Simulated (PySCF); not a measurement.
## Electric field gradients and quadrupole coupling constants

Compound: C3H9FO3Si3.
Geometry (GFN2-xTB, Å), atoms numbered from 1 in this order:
```
atom  x, y, z in Å
O1    -1.721   -1.921   -0.384
C2    -2.695   -1.210   -0.380
O3    -3.907   -1.674   -0.700
Si4   -2.804    0.658    0.056
C5    -1.050    1.310    0.332
F6    -1.024    2.651    0.611
C7     0.106    0.655    0.292
Si8    1.793    1.445    0.591
O9     2.918    0.286    0.483
Si10   3.665   -1.145    0.347
H11   -3.875   -2.622   -0.922
H12   -3.610    0.776    1.274
H13   -3.455    1.326   -1.073
H14    0.045   -0.400    0.070
H15    1.887    1.989    1.945
H16    2.110    2.414   -0.457
H17    2.915   -1.970   -0.598
H18    3.691   -1.741    1.682
H19    5.002   -0.819   -0.144
```

Field gradients from the PBE0/pcSseg-1 density (PySCF, non-relativistic), principal values in atomic units, ordered |Vxx| ≤ |Vyy| ≤ |Vzz|:

```tsv
atom	Vxx	Vyy	Vzz
O1	0.5768	0.9844	-1.5612
O3	-0.4981	-1.1231	1.6212
O9	-0.5240	-0.6309	1.1548
```

Problem. Find the asymmetry η = (Vxx − Vyy)/Vzz and the couplings χ = eQV/h (234.96 MHz × Q in barn × V in au), with Q(17O) = −0.0256 b.

Solution. 
```csv
atom,environment,nucleus,η,χzz (MHz),χxx (MHz),χyy (MHz)
O1,acid carbonyl oxygen,17O,0.26,9.39,-3.47,-5.92
O3,acid hydroxyl oxygen,17O,0.39,-9.75,3.00,6.76
O9,siloxane oxygen,17O,0.09,-6.95,3.15,3.79
```

Problem. What is Vzz at O3 in SI units (1 au = 9.71736 × 10²¹ V/m²)?

Solution. 1.6212 au = 15.754 × 10²¹ V/m².

Problem. What couplings would deuterons (Q(2H) = 0.00286 b) have in place of the hydrogens, at this geometry?

Solution. 
| atom | bonded to | bond length (Å) | Vzz (au) | η | χzz (kHz) |
| --- | --- | --- | --- | --- | --- |
| H11 | O3 | 0.974 | 0.4239 | 0.09 | 285 |
| H12 | Si4 | 1.465 | 0.1585 | 0.02 | 107 |
| H13 | Si4 | 1.464 | 0.1592 | 0.01 | 107 |
| H14 | C7 | 1.081 | 0.3197 | 0.05 | 215 |
| H15 | Si8 | 1.462 | 0.1603 | 0.01 | 108 |
| H16 | Si8 | 1.463 | 0.1600 | 0.01 | 108 |
| H17 | Si10 | 1.462 | 0.1600 | 0.03 | 108 |
| H18 | Si10 | 1.462 | 0.1603 | 0.03 | 108 |
| H19 | Si10 | 1.461 | 0.1612 | 0.02 | 108 |

One conformer (not necessarily the lowest) at the GFN2-xTB geometry, without solvent, vibrations or thermal averaging. GFN2-xTB bond lengths can be off by several hundredths of an ångström, more for odd bonds, and the gradients follow them. A larger basis could move these couplings by a tenth or more.

The run behind these numbers computed NMR shieldings as well. The run took 62 s wall (grids of density and orbitals included) on an Arm Neoverse V2 with one thread, no GPU (shared host), and the process peaked at 1.1 GiB of memory.
